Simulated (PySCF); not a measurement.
SMILES BC[CH2][GeH3], GFN2-xTB optimised geometry. Atoms within 1.6 Å of the plane z = 0.0 Å (x, y, z in Å): B1 (1.65, -1.50, 0.00), C2 (0.94, -0.11, 0.00), C3 (-0.59, -0.11, 0.00), Ge4 (-1.32, 1.72, 0.00), H5 (2.82, -1.54, -0.03), H6 (1.04, -2.50, 0.03), H7 (1.30, 0.48, -0.86), H8 (1.30, 0.46, 0.87), H9 (-0.96, -0.64, -0.88), H10 (-0.96, -0.64, 0.87), H11 (-0.87, 2.50, 1.20), H12 (-2.82, 1.77, 0.00), H13 (-0.86, 2.50, -1.20).

Level of theory: CAM-B3LYP/def2-TZVP (PySCF 2.14.0). Cells within 0.4 Å of a nucleus heavier than hydrogen are left out (blank, or x).

Map of the electrostatic potential (hartree/e), clipped to [-0.08, 0.12] on the plane z = 0.0 Å:

```
|000000000000000000000000000|
|000000000000000000000000000|
|000000001100000000000000000|
|000000111111000000000000000|
|000000123432100000000000000|
|000001248997321100000000000|
|000012499999942111111100000|
|000149999999993211111110000|
|000199999xx9995211111110000|
|000189999xx9995321111110000|
|000139999999996543211100000|
|000012499999999999311100000|
|000001248999999999821000000|
|00000112499xx99xx9931000000|
|00000111399xx99xx9951000000|
|000001112699999999996310000|
|00000111125886799x999951000|
|00000011111222499xx99991000|
|000000000000014999999951000|
|000000000000017999995310000|
|000000000000017999520000000|
|000000000000013994100000000|
|000000000000001220000000000|
|000000000000000000000000000|
|000000000000000000000000000|
|000000000000000000000000000|
|000000000000000000000000000|
```
Scale: ten equal steps from -0.012 (start of '0') to 0.120 (end of '9'), in the order '0123456789'; x runs from -5.00 to 5.00, y from -5.00 (bottom) to 5.00 (top).
